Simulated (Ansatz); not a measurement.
H4S4Ti (`[SH][Ti]([SH])([SH])[SH]`), charge 0, multiplicity 1.

Question: Give a relaxed structure at PBE0-D4/def2-TZVP (the Gaussian-basis code of Ansatz). (Best estimate.)

Answer: Computed: 
Cartesian coordinates in Å:
```
S 0.212 -0.953 -2.099
Ti 0.053 0.223 -0.168
S 2.163 0.453 0.639
S -0.720 2.279 -0.685
S -1.422 -0.755 1.270
H -1.116 -1.191 -2.062
H 2.117 -0.768 1.209
H -0.606 2.595 0.624
H -0.679 -1.883 1.271
```
This is one stationary point; other conformers may exist.
